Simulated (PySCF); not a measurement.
Isomers of C2H6OS. Gas-phase values, no solvent. One relaxed conformer stands for each flexible species; it need not be the lowest. Strings in code marks are SMILES.

Quantity: vertical ionisation energy (energy after one electron is removed minus that of the parent at the parent's geometry), in eV.

A: `COCS` (C–O–C–S torsion -69°, O–C–S–H torsion -68°)
B: `CSCO` (C–S–C–O torsion -65°, S–C–O–H torsion -54°)
C: `C[C@@H](O)S` (S–C–O–H torsion 47°, O–C–S–H torsion 66°)

**Question.** Put the candidates in order of vertical ionisation energy (energy after one electron is removed minus that of the parent at the parent's geometry), lowest first, for M06-2X/def2-TZVP // PBE0-D3(BJ)/def2-TZVP (PySCF).

**Answer.** B (9.11 eV), C (9.66 eV), A (9.68 eV)
